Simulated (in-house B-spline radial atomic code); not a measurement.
**Ionising Sn XI (Sn10+) with different functionals**

Computed with a B-spline radial code for spherical atoms: four-component Dirac-Coulomb Hamiltonian, Fermi nucleus of rms radius 4.6519 fm, spin-restricted, spherical fractional occupations for the functionals. The ionisation energy is the difference of two self-consistent energies, [Kr] 4d4 → [Kr] 4d3, without Breit or QED terms; ε is the level of the shell that loses the electron (mean over j). The electron is taken from both j subshells in proportion to 2j + 1, so the result is a j average, not the step between ground levels.

Hybrids are left out here: with spherical fractional occupations of an open shell their exact exchange keeps a self-interaction that integer-occupation calculations don't have.

```json
{"method": "LDA VWN5", "rung": "LDA", "ΔSCF (eV)": "207.33", "-ε(4d) (eV)": "195.31"}
{"method": "relativistic LDA", "rung": "LDA", "ΔSCF (eV)": "?", "-ε(4d) (eV)": "?"}
{"method": "LDA PW92", "rung": "LDA", "ΔSCF (eV)": "207.32", "-ε(4d) (eV)": "195.30"}
{"method": "LDA exchange-only", "rung": "LDA", "ΔSCF (eV)": "205.24", "-ε(4d) (eV)": "193.23"}
{"method": "PBE", "rung": "GGA", "ΔSCF (eV)": "207.17", "-ε(4d) (eV)": "195.15"}
{"method": "PBEsol", "rung": "GGA", "ΔSCF (eV)": "207.12", "-ε(4d) (eV)": "195.10"}
{"method": "BLYP", "rung": "GGA", "ΔSCF (eV)": "206.93", "-ε(4d) (eV)": "194.92"}
{"method": "RPBE", "rung": "GGA", "ΔSCF (eV)": "207.14", "-ε(4d) (eV)": "195.13"}
{"method": "PW91", "rung": "GGA", "ΔSCF (eV)": "?", "-ε(4d) (eV)": "?"}
{"method": "BP86", "rung": "GGA", "ΔSCF (eV)": "207.23", "-ε(4d) (eV)": "195.21"}
{"method": "AM05", "rung": "GGA", "ΔSCF (eV)": "207.16", "-ε(4d) (eV)": "195.14"}
{"method": "OLYP", "rung": "GGA", "ΔSCF (eV)": "207.87", "-ε(4d) (eV)": "195.83"}
```

**Question.** What does relativistic LDA give?

**Answer.** ΔSCF 207.33 eV, and -ε(4d) = 195.32 eV.

**Question.** What does PW91 give?

**Answer.** ΔSCF 207.28 eV, and -ε(4d) = 195.27 eV.

**Question.** How do they compare with the NIST value?

**Answer.** NIST lists 208 eV ± 2.4 (tabulated theory, ground level to ground level). Errors run from -2.76 to -0.13 eV; all lie within about twice that uncertainty, so the table can't rank the methods.
